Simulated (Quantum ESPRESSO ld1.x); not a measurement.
Problem. These are the eigenvalues of the occupied orbitals of an atom or ion with whole-number occupations (hartree). Calculated with ld1.x of Quantum ESPRESSO 7.5: scalar-relativistic Kohn-Sham, LDA (Slater exchange, Perdew-Wang correlation), spin-polarised, spherical densities, point nucleus.

1s: -655.688
2s: -92.2476
2p: -82.4991
3s: -16.4117
3p: -13.2364
3d: -8.00879
4s: -3.51593
4p: -2.68023

Which element is it, and in what charge state? The configuration may be excited. Open shells, if any, are filled with parallel spins first.

Solution. Z = 40, zirconium, charge +4: Zr4+ in [Kr]. The list shows which subshells hold electrons but not how many an open one holds; the 1s level, -655.69 hartree, gives Z - s = 36.2 by -(Z - s)^2/2, which with screening and relativity narrows Z to a few neighbours, and the depths of the outer levels then fix element, charge and occupations together.
